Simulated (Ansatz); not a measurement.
Reaction (isomerisation): `OC#CC[SiH3]` → `CC1[SiH2]C1=O`

Gas-phase electronic energies from Ansatz, PBE0-D4/def2-TZVP geometries. CCSD(T)/CBS is the MP2 limit (def2-TZVPP, def2-QZVPP) plus CCSD(T) − MP2 in def2-TZVPP, frozen cores. Functionals use def2-TZVPP. Each species was taken in one conformer, which may not be the lowest.

```csv
species,r2SCAN-D4 energy (Eh)
`OC#CC[SiH3]`,-482.50572
`CC1[SiH2]C1=O`,-482.52550
```

Task: Work out ΔE.

Result: ΔE = (-482.52550) − (-482.50572) = -0.01978 Eh = -12.4 kcal/mol. CCSD(T)/CBS gives -6.5 kcal/mol.

Largest T1 diagnostic among the species: 0.016.

In def2-TZVPP, CCSD(T) changes the Hartree–Fock value by −9.1 kcal/mol (the triples alone add −1.9 kcal/mol) and MP2 by −8.0 kcal/mol. From PBE to PBE0 (25 % exact exchange), in def2-TZVPP and without D4, ΔE moves by +3.0 kcal/mol.
